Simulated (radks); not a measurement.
Values are calculated unless marked as measured or tabulated.
Ionisation of neutral cerium, [Xe] 4f1 5d1 6s2, to Ce+, [Xe] 4f1 5d2, under several functionals. Scalar-relativistic Kohn-Sham, spin-polarised, spherical densities, point nucleus; open shells are filled with parallel spins first (spin-orbit coupling, left out, can overturn this in heavy ions); a radial shooting solver on a logarithmic mesh with Libxc functionals.

| functional | E(Ce) (hartree) | Exc (hartree) | IE (eV) | -e(HOMO) (eV) | <r> HOMO (bohr) | IE error (eV) |
|---|---|---|---|---|---|---|
| LDA (Slater exchange, VWN5 correlation) | -8853.9223 | -202.6328 | 6.052 | 3.424 | 2.907 | +0.513 |
| XLYP | -8861.8831 | -210.6247 | 5.955 | 3.105 | 2.921 | +0.416 |
| RPBE | -8860.8445 | -209.5900 | 5.612 | 3.313 | 2.903 | +0.074 |
| Wu-Cohen GGA | -8859.6008 | -208.3377 | 5.636 | 3.342 | 2.909 | +0.097 |
| HCTH/407 | -8865.8091 | -214.7901 | 6.018 | 3.469 | 4.545 | +0.480 |
| AM05 | -8854.1602 | -202.8733 | 5.666 | 3.317 | 2.897 | +0.127 |
| OLYP | -8863.7473 | -212.6305 | 5.369 | 3.189 | 2.857 | -0.170 |
| SOGGA | -8856.6762 | -205.3935 | 5.567 | 3.281 | 2.907 | +0.028 |

NIST Atomic Spectra Database: 5.539 eV (measured). Closest: SOGGA. The Delta-SCF values span 0.68 eV, the total energies 11.89 hartree. The highest occupied level is 5d. Open shells are spherical and high-spin; term and fine-structure splittings are not resolved. Spin-orbit splitting is averaged out at the scalar-relativistic level.
